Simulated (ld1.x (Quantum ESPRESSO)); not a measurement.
**barium (Ba), TM: configuration errors across variants**

barium, norm-conserving Troullier–Martins (Kleinman–Bylander form), made with ld1.x (Quantum ESPRESSO) 7.5 (Wu–Cohen, scalar-relativistic). Core [Kr] 4d10, reference 5s2 5p6 5d0 6s1.5 6p0 (charge +0.5). Waves: 5s (bound): rc 2.60 bohr; 5d (bound, empty): rc 2.35 bohr; 5p (bound): rc 2.30 bohr. Local part: the p channel. Core correction: none.

Occupied shells without a wave of their own: 6s. They enter only through the test configuration that unscreens the potential.

All-electron excitation energies from the reference (eV): (1) 5s2 5p6 5d0 6s2 6p0 -2.145; (2) 5s2 5p6 5d0 6s1 6p0 3.218; (3) 5s2 5p6 5d0 6s0 6p0 13.052; (4) 5s1 5p6 5d0 6s2 6p0 36.692; (5) 5s2 5p6 5d1 6s0 6p0 3.822; (6) 5s2 5p6 5d1 6s1 6p0 -0.801; (7) 5s2 5p6 5d0.5 6s1.5 6p0 -1.500.

For the base: The 6s level has no wave, so the channel is fitted at the deeper level alone: the likely source of the large errors.

The file “base” misses its own reference levels by 1.1 eV. The file “all radii scaled by about 0.93 (s 2.42, p 2.14, d 2.20 bohr)” misses its own reference levels by 0.4 eV. The file “all radii scaled by about 1.18 (s 3.06, p 2.72, d 2.78 bohr)” misses its own reference levels by 0.4 eV. The file “all radii scaled by about 1.30 (s 3.38, p 3.00, d 3.06 bohr)” misses its own reference levels by 0.8 eV. The file “all radii scaled by about 1.39 (s 3.62, p 3.20, d 3.28 bohr)” misses its own reference levels by 0.9 eV.

Errors AE − PS in meV (a dash: test not solved or not reliable):

| change | (1) | (2) | (3) | (4) | (5) | (6) | (7) | bound ghosts |
| --- | --- | --- | --- | --- | --- | --- | --- | --- |
| base | +470 | -640 | -2712 | +1030 | -1821 | -426 | +2.7 | none |
| all radii scaled by about 0.76 (s 1.96, p 1.74, d 1.78 bohr) | +53 | -71 | -303 | +150 | -196 | -46 | -0.1 | none |
| all radii scaled by about 0.86 (s 2.24, p 1.98, d 2.04 bohr) | +87 | -117 | -497 | +217 | -324 | -76 | +0.2 | none |
| all radii scaled by about 0.93 (s 2.42, p 2.14, d 2.20 bohr) | +160 | -216 | -918 | +386 | -600 | -139 | +1.0 | none |
| all radii scaled by about 1.13 (s 2.94, p 2.60, d 2.66 bohr) | +68 | -94 | -435 | +181 | -268 | -57 | +1.7 | none |
| all radii scaled by about 1.18 (s 3.06, p 2.72, d 2.78 bohr) | +171 | -233 | -1029 | +413 | -661 | -148 | +2.6 | none |
| all radii scaled by about 1.30 (s 3.38, p 3.00, d 3.06 bohr) | +328 | -447 | -1937 | +718 | -1278 | -292 | +3.3 | none |
| all radii scaled by about 1.39 (s 3.62, p 3.20, d 3.28 bohr) | +387 | -528 | -2269 | +811 | -1515 | -349 | +3.0 | none |

(1) Give the same row for: all radii scaled by about 1.04 (s 2.70, p 2.38, d 2.44 bohr).

Answers

(1) -457, +602, +2419, -1140, +1589, +394, +6.5; bound ghosts: none.
